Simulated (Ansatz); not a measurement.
`[F][Ti]([F])([F])[F]` + HI → `[F][Ti]([F])([F])[I]` + H–F at 400 K and 1 bar (ligand exchange at a Ti–F bond).

Gas-phase electronic energies from Ansatz, PBE0-D4/def2-TZVP geometries. CCSD(T)/CBS adds triple-zeta CCSD(T) − MP2 to the extrapolated MP2 energy (def2 sets, frozen cores). This one scheme is used for every species. Elements past krypton have def2 core potentials. For I, Ti outer-core shells are correlated without core-valence functions, which leaves a few kJ/mol of doubt a bond. Scalar relativity is left out up to krypton.

| species | CCSD(T)/CBS energy (Eh) | H − E (kJ/mol) | S (J/(mol·K)) |
| --- | --- | --- | --- |
| `[F][Ti]([F])([F])[F]` | -1248.36877 | 52.0 | 331.7 |
| HI | -298.03592 | 25.7 | 215.0 |
| `[F][Ti]([F])([F])[I]` | -1446.00030 | 50.1 | 376.7 |
| H–F | -100.39570 | 36.5 | 182.2 |

H − E and S are ideal-gas, rigid-rotor, harmonic terms from PBE0-D4/def2-TZVP. 1 Eh = 2625.50 kJ/mol, R = 8.31446 J/(mol·K).

**Question.** By hand: ΔE, ΔH, ΔS and ΔG.

**Answer.** ΔE = (-1446.00030) + (-100.39570) − (-1248.36877) − (-298.03592) = 0.00869 Eh = 22.8 kJ/mol. Δ(H − E) = 50.1 + 36.5 − 52.0 − 25.7 = 8.9, so ΔH = 31.7 kJ/mol. ΔS = 376.7 + 182.2 − 331.7 − 215.0 = 12.2 J/(mol·K). ΔG = 31.7 − 400 × (12.2)/1000 = 26.8 kJ/mol.

**Question.** By hand: the equilibrium constant, and the temperature at which ΔG would vanish if ΔH and ΔS stayed fixed.

**Answer.** log₁₀ K = −ΔG/(RT ln 10) = -3.5. ΔG = 0 at ΔH/ΔS = 2598 K, far beyond where these terms or the molecules hold.

The number of gas molecules stays the same, so ΔS is small and ΔH decides. A doubt of 5 kJ/mol in ΔE shifts log₁₀ K by 0.7 here. These are equilibria of isolated gas molecules and say nothing of rates. Largest T1 diagnostic: 0.023 (customary marks: 0.02 for closed shells, 0.045 for open ones).
